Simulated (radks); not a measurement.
Task: All-electron atom: Cd5+ in [Kr] 4d7 (the NIST ground configuration). Method: Dirac Kohn-Sham, LDA (Slater exchange, Perdew-Wang correlation), spin-unpolarised, spherical densities, point nucleus; open shells are shared between the two j in proportion to 2j + 1; computed with a radial shooting solver on a logarithmic mesh with Libxc functionals. Some entries of the table are withheld. Estimate them.

orbital,occ.,eigenvalue (eV),<r^2> (bohr^2),r(max) (bohr)
1s1/2,2,-26553.51,0.001252,0.01970
2s1/2,2,-4007.325,0.02041,0.1115
2p1/2,2,(1),0.01521,0.08598
2p3/2,4,(2),0.01653,0.09033
3s1/2,2,(3),0.1472,0.3244
3p1/2,2,-699.8654,0.1422,(4)
3p3/2,4,-665.5053,0.1511,(5)
3d3/2,4,-473.6780,0.1317,0.2636
3d5/2,6,-466.6823,0.1344,0.2665
4s1/2,2,-178.5683,0.8464,0.7906
4p1/2,2,-143.1824,0.9534,(6)
4p3/2,4,-136.9494,1.011,(7)
4d3/2,2.8,-81.0655,1.429,0.9371
4d5/2,4.2,-80.1666,1.456,0.9459

Result: 
(1) 2p1/2 eigenvalue (eV): -3738.011
(2) 2p3/2 eigenvalue (eV): -3545.839
(3) 3s1/2 eigenvalue (eV): -807.8945
(4) 3p1/2 r(max) (bohr): 0.3105
(5) 3p3/2 r(max) (bohr): 0.3206
(6) 4p1/2 r(max) (bohr): 0.8204
(7) 4p3/2 r(max) (bohr): 0.8445
